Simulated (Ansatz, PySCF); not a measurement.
Gas-phase reaction in SMILES: [SiH3][SiH3] → 2 [SiH3] (SiH3) (the Si-Si bond at the site shown breaks; other sites are not compared here)
Structures are relaxed separately at B3LYP-D3(BJ)/def2-TZVP in Ansatz (an electronic-structure program).

Quantity: bond dissociation energy (enthalpy at 298 K, with B3LYP-D3(BJ) rigid-rotor harmonic-oscillator terms from PySCF), in kcal/mol. Correlated levels leave the core frozen unless marked. UHF or UKS for open shells. No spin-orbit coupling. Non-relativistic. CBS marks a two-point X^-3 extrapolation of the correlation energy; Hartree-Fock from the larger set. The bracket is a focal-point correction in the basis named.

```tsv
level	program	bond dissociation energy (kcal/mol)
r2SCAN0/def2-TZVPD	Ansatz	?
HSE06-D3(BJ)/def2-TZVPD	Ansatz + dftd3	74.2
HSE06-D4/def2-TZVPD	Ansatz + dftd4	74.2
B2GP-PLYP-D3(BJ)/def2-TZVPD	Ansatz + dftd3	75.1
B2GP-PLYP-D4/def2-TZVPD	Ansatz + dftd4	73.9
RPA@PBE/cc-pV(Q+d)Z	Ansatz	?
SCS-MP2/cc-pV(D+d)Z	Ansatz	70.3
SCS-MP2/def2-TZVPPD	Ansatz	74.9
CCSD/6-31G	Ansatz	?
CCSD(T) with core electrons (1s frozen past Ne)/cc-pwCVTZ	Ansatz	74.6
RI-MP2/CBS(def2-TZVPPD,def2-QZVPPD)+[CCSD(T)-MP2]/def2-TZVPPD	Ansatz	?
```

Question: Complete the blanks.

Answer: 
- r2SCAN0/def2-TZVPD, bond dissociation energy (kcal/mol): 70.5
- RPA@PBE/cc-pV(Q+d)Z, bond dissociation energy (kcal/mol): 71.9
- CCSD/6-31G, bond dissociation energy (kcal/mol): 58.2
- RI-MP2/CBS(def2-TZVPPD,def2-QZVPPD)+[CCSD(T)-MP2]/def2-TZVPPD, bond dissociation energy (kcal/mol): 76.9
